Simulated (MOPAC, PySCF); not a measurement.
H₃Al, SMILES `[AlH3]`, neutral singlet in the gas phase. 

Cartesian coordinates (Å):
```xyz
4

Al     0.0000     0.0000     0.0000
H      1.4475    -0.6424     0.0860
H     -1.2792    -0.9346    -0.0749
H     -0.1683     1.5770    -0.0111
```
Charge 0, spin multiplicity 1.

All levels are single points at this geometry (B3LYP-D3(BJ)/def2-SVP); Pople sets use spherical d functions. Orbital energies aren't observables, and empty levels follow the basis.

PBE/6-31G* in PySCF gives HOMO (eV) = -7.28.

Estimate the HOMO (eV) from each of these levels: B3LYP-D3(BJ)/def2-TZVP in PySCF; SVWN5/6-31G* in PySCF; HF/6-31G* in PySCF; HF/STO-3G in PySCF; AM1 in MOPAC.


| level | HOMO (eV) |
|---|---|
| B3LYP-D3(BJ)/def2-TZVP in PySCF | -8.39 |
| SVWN5/6-31G* in PySCF | -7.28 |
| HF/6-31G* in PySCF | -11.70 |
| HF/STO-3G in PySCF | -9.14 |
| AM1 in MOPAC | -11.03 |
